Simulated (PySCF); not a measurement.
Compound: C₅H₇B₂Cl₂N.
Numbering: `[Cl:1][B:2]([Cl:3])[BH2-:4][n+:5]1[cH:6][cH:7][cH:8][cH:9][cH:10]1`

NICS = −σ at a ghost point: NICS(0) at the centroid of the ring atoms, NICS(1) 1 Å to either side along the normal of their mean plane, zz for the tensor component along that normal. Level: GIAO KT2/pcSseg-1 (PySCF, non-relativistic, gas phase) on the PBE0-D3(BJ)/def2-SVP geometry, one conformer.

Ring bond lengths (Å): N5–C6 1.341, C6–C7 1.387, C7–C8 1.392, C8–C9 1.393, C9–C10 1.386, C10–N5 1.342.

What do the NICS probes read (ppm)?

| ring | type | NICS(0) | NICS(1), two faces | NICS(1)zz, two faces | rms pucker (Å) | centre to ring atoms, mean (Å) |
| --- | --- | --- | --- | --- | --- | --- |
| N5–C6–C7–C8–C9–C10 | 6-membered ring with N; formal bonds all aromatic | -7.1 | -9.9 / -9.6 | -25.3 / -24.5 | 0.00 | 1.37 |

What do they say, and how far can they be read as aromaticity?

- N5–C6–C7–C8–C9–C10: mean NICS(1)zz -24.9 ppm, shielded, aromatic by this magnetic criterion (flat ring, no four-coordinate atom).

How equal are the bonds by HOMA? Use HOMA with the parameters of Krygowski (1993).

- N5–C6–C7–C8–C9–C10: HOMA 1.00; the largest term is that of C10–N5, α(R − Ropt)² = 0.01. The geometric and the magnetic index point the same way.

What is the mean of the two in-plane components of NICS at the second NICS(1) probe listed for ring N5–C6–C7–C8–C9–C10, 1 Å off the ring?

The isotropic value is a third of the trace: (3 × -9.6 − (-24.5))/2 = -2.1 ppm.

How shielded are the nuclei of the rings and their hydrogens (means over atoms taken as equivalent)?

```
       atoms                          environment  σ isotropic (ppm)
          N5         nitrogen bonded to B and 2 C               -8.0
     C6 (×2)  aromatic CH next to a ring nitrogen               41.5
     C7 (×2)                   aromatic CH carbon               62.7
          C8                   aromatic CH carbon               53.3
H on C6 (×2)                    aromatic hydrogen              22.96
H on C7 (×2)                    aromatic hydrogen              24.07
     H on C8                    aromatic hydrogen              23.77
```

How do the values depend on the level or the medium?

```tsv
level	NICS(0), N5–C6–C7–C8–C9–C10	mean NICS(1)zz, N5–C6–C7–C8–C9–C10
KT2/pcSseg-1, gas	-7.1	-24.9
PBE0/pcSseg-1, gas	-7.5	-26.7
PBE0/pcSseg-1, IEF-PCM dimethylsulfoxide	-7.5	-27.2
PBE0/pcSseg-1, IEF-PCM methanol	-7.5	-27.2
```

The geometry is the same throughout; the continuum's cavity takes Bondi-type radii × 1.2.

The values belong to the conformer `[Cl:1][B:2]([Cl:3])[BH2-:4][n+:5]1[cH:6][cH:7][cH:8][cH:9][cH:10]1`: Cl1–B2–B4–N5 174°, B2–B4–N5–C6 -99°.
